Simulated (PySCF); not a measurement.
C7H12Ge.
Structure used (PBE0-D3(BJ)/def2-SVP), in Å, numbered top down from 1:
```xyz
20
C7H12Ge angstrom
C     -0.781   -0.938   -0.328
C     -0.042   -0.013    0.312
C      1.304   -0.272    0.889
C      2.188   -1.388    0.427
C      2.539    0.027    0.075
C     -0.588    1.388    0.463
Ge    -2.312    1.313   -0.482
C     -2.123   -0.600   -0.914
H     -0.405   -1.963   -0.423
H      1.382   -0.006    1.951
H      2.794   -1.902    1.177
H      1.829   -2.036   -0.376
H      2.384    0.340   -0.962
H      3.390    0.500    0.571
H      0.105    2.132    0.034
H     -0.706    1.654    1.527
H     -2.365    2.219   -1.728
H     -3.524    1.630    0.414
H     -2.928   -1.209   -0.470
H     -2.157   -0.788   -2.001
```

The calculation used TDDFT CAM-B3LYP/def2-SVPD, vertical, gas phase, core orbitals frozen in the response (PySCF 2.14.0, density-fitted response routines). The CAM-B3LYP/def2-SVPD calculation is non-relativistic and has no spin–orbit coupling, an omission that weighs most on germanium.

Frontier orbitals with the atoms that hold most of them (Löwdin shares over 4%, at most four atoms; ? is withheld):

| orbital | ε (eV) | atoms |
| --- | --- | --- |
| HOMO-3 | -10.01 | C5 24%, C3 21%, C4 11%, C2 6% |
| HOMO-2 | -9.68 | C8 24%, Ge7 18%, C4 12%, C3 8% |
| HOMO-1 | -9.25 | ? |
| HOMO | ? | ? |
| LUMO | 1.15 | Ge7 38%, H17 6%, C6 6%, H18 6% |
| LUMO+1 | 1.47 | Ge7 22%, C8 9%, C6 9%, H18 8% |
| LUMO+2 | 1.51 | C1 17%, C2 16%, Ge7 13%, C8 7% |

(1) Which atoms hold the HOMO, and with what shares?

(2) Give the leading atoms of the HOMO-1.

(3) What is the HOMO energy, and the HOMO–LUMO gap?

## Answers

(1) C1 (bonded to 2 C and H) 30%; C2 (bonded to 3 C) 27%; C8 (bonded to C, Ge and 2 H) 8%; C5 (bonded to 2 C and 2 H) 7%.

(2) C6 (bonded to C, Ge and 2 H) 25%; Ge7 (bonded to 2 C and 2 H) 18%; C8 (bonded to C, Ge and 2 H) 13%; C4 (bonded to 2 C and 2 H) 10%. By element: carbon 48% or more, germanium 18%.

(3) ε(HOMO) = -7.97 eV; the gap is 9.11 eV (0.3350 hartree).

Problem. The HOMO–LUMO gap is 9.11 eV. Where does the response calculation put the lowest singlet, and from which orbitals?

Solution. S1 is at 6.39 eV (f = 0.0060), 2.73 eV below the gap, made of HOMO→LUMO (85%). Without the coupling terms of the response equations the lowest excitation would equal the gap.

Problem. Give energy, strength and leading configuration of S1 and S3, and follow the Löwdin shares of the leading atoms from the occupied to the empty orbital.

Solution. 
- S1 (6.39 eV, f 0.0060), HOMO→LUMO (85%): C1 30% → at most 6%, C2 27% → at most 6%, Ge7 at most 7% → 38%, H17 at most 7% → 6%
- S3 (6.92 eV, f 0.0039), HOMO→LUMO+1 (76%): C1 30% → at most 9%, C2 27% → at most 9%, Ge7 at most 7% → 22%, C8 8% → 9%

Hardware: an Intel Xeon at 2.50 GHz with one thread, shared host with 64 logical CPUs at a one-minute load of 63. Cost: 9.1 min wall, 7.8 min CPU (grids of density and orbitals included), 1.3 GiB resident at most.

One conformer stands for the species.
